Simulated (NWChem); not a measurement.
Molecule: GaNH₂F₂; SMILES [Ga]([F])([F])[NH2]

```xyz
6

Ga    -0.0019    -0.0083     0.0000
F      0.0030    -0.9343     1.4744
F      0.0030    -0.9343    -1.4744
N      0.0105     1.7748     0.0000
H     -0.0340     2.3265    -0.8463
H     -0.0340     2.3265     0.8463
```
Atoms are numbered in this order, from 1.

The geometry was optimised at PBE0/def2-SVP.

Symmetry labels are those of Cs in the frame above (b1 and b2, or b-type labels, depend on it).

Q: List the 4 lowest vertical singlet excitations and the 4 lowest triplet ones from PBE/6-31G* (spherical d), full TDDFT (NWChem).

A: 
```json
[
 {"state": "S1", "energy (eV)": "4.65", "oscillator strength": "0.023", "symmetry": "a'", "leading excitation (squared amplitude)": "HOMO → LUMO (1.00)"},
 {"state": "S2", "energy (eV)": "6.43", "oscillator strength": "0.002", "symmetry": "a'", "leading excitation (squared amplitude)": "HOMO → LUMO+1 (0.52)"},
 {"state": "S3", "energy (eV)": "6.53", "oscillator strength": "0.019", "symmetry": "a\"", "leading excitation (squared amplitude)": "HOMO−1 → LUMO (0.98)"},
 {"state": "S4", "energy (eV)": "6.58", "oscillator strength": "0.000", "symmetry": "a\"", "leading excitation (squared amplitude)": "HOMO−3 → LUMO (1.00)"},
 {"state": "T1", "energy (eV)": "4.17", "oscillator strength": "spin-forbidden", "symmetry": "a'", "leading excitation (squared amplitude)": "HOMO → LUMO (1.00)"},
 {"state": "T2", "energy (eV)": "5.36", "oscillator strength": "spin-forbidden", "symmetry": "a'", "leading excitation (squared amplitude)": "HOMO → LUMO+1 (0.99)"},
 {"state": "T3", "energy (eV)": "6.17", "oscillator strength": "spin-forbidden", "symmetry": "a\"", "leading excitation (squared amplitude)": "HOMO−1 → LUMO (1.00)"},
 {"state": "T4", "energy (eV)": "6.24", "oscillator strength": "spin-forbidden", "symmetry": "a'", "leading excitation (squared amplitude)": "HOMO−2 → LUMO (0.99)"}
]
```
